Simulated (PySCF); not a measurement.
Screening by computed properties: pick the candidate that meets the target.

All species are isolated and taken at one optimised geometry, non-relativistic unless stated; the electronic structure was computed with PySCF and density fitting.

Dipoles, sizes and rotational constants follow the conformer. The torsions of the flexible species, by atom-mapped SMILES:
- `[CH3:1][NH:2][SiH2:3][C@@H:4]([SiH3:5])[SiH2:6][F:7]`: C1–N2–Si3–C4 -56°, N2–Si3–C4–Si5 -176°, Si3–C4–Si6–F7 180°
- `[CH2:1]=[CH:2][c:3]1[n:4][n:5][cH:6][s:7]1`: C1–C2–C3–N4 0°

The conformers of `C#C[C@@H]1CC(=O)CS1` aren't listed.

(1) Wanted: HOMO energy above -7 eV (PBE0/def2-SVPD) and static isotropic polarisability above 84 au (PBE0/def2-SVPD), at GFN2-xTB geometries. Which candidate meets both?
A. `[C@@H]([SiH2]F)([SiH3])[SiH2]NC`
B. `Cc1c[nH+]c(F)[nH]1`
C. `C#C[C@@H]1CC(=O)CS1`
D. `C=CC1=NN=CS1`

(2) Wanted: lowest triplet excitation (Tamm–Dancoff) between 4 eV and 5 eV (TDA PBE0/def2-SVPD) and lowest singlet excitation above 4.2 eV (TDDFT PBE0/def2-SVPD), at GFN2-xTB geometries. Which candidate meets both?
A. `Cc1c[nH+]c(F)[nH]1`
B. `[C@@H]([SiH2]F)([SiH3])[SiH2]NC`
C. `C=CC1=NN=CS1`
D. `C#C[C@@H]1CC(=O)CS1`

## Answers

(1) C. Computed values:
```
                        species  HOMO energy  static isotropic polarisability
             Cc1c[nH+]c(F)[nH]1    -12.26 eV                          54.6 au
                   C=CC1=NN=CS1     -7.40 eV                          80.6 au
[C@@H]([SiH2]F)([SiH3])[SiH2]NC     -7.03 eV                         110.0 au
            C#C[C@@H]1CC(=O)CS1     -6.89 eV                          87.1 au
```

(2) A. Computed values:
```
                        species  lowest triplet excitation (Tamm–Dancoff)  lowest singlet excitation
                   C=CC1=NN=CS1                                   3.06 eV                    4.11 eV
            C#C[C@@H]1CC(=O)CS1                                   3.75 eV                    4.26 eV
             Cc1c[nH+]c(F)[nH]1                                   4.47 eV                    6.11 eV
[C@@H]([SiH2]F)([SiH3])[SiH2]NC                                   5.47 eV                    5.69 eV
```
